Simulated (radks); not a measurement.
Question: Cu II, configuration [Ar] 3d8.5 4s1 4p0.5 (fractional occupations, a model configuration). Method: non-relativistic Kohn-Sham, PBE, spin-polarised, spherical densities, point nucleus; open shells are filled with parallel spins first; computed with a radial shooting solver on a logarithmic mesh with Libxc functionals. Some entries of the table are withheld. Estimate them.

orbital,occ.,eigenvalue (eV),<1/r> (bohr^-1),<r> (bohr)
1s up,1,-8765.582,28.51,0.05291
1s down,1,-8765.521,28.51,0.05291
2s up,1,-1060.173,6.191,0.2387
2s down,1,-1059.213,6.194,0.2386
2p up,3,-931.7360,6.153,0.2079
2p down,3,-931.0100,6.156,0.2078
3s up,1,-130.8471,1.973,0.7174
3s down,1,-129.0080,1.970,0.7180
3p up,3,-90.8145,(1),0.7452
3p down,3,-88.9745,(2),0.7459
3d up,5,-23.8298,(3),0.9019
3d down,3.5,-21.9331,(4),0.9027
4s up,1,-15.5057,0.5410,2.396
4s down,0,-13.5599,0.5384,2.410
4p up,0.5,(5),0.4272,2.998
4p down,0,(6),0.4209,3.050

Answer: 
(1) 3p up <1/r> (bohr^-1): 1.846
(2) 3p down <1/r> (bohr^-1): 1.843
(3) 3d up <1/r> (bohr^-1): 1.485
(4) 3d down <1/r> (bohr^-1): 1.483
(5) 4p up eigenvalue (eV): -9.2936
(6) 4p down eigenvalue (eV): -7.4259
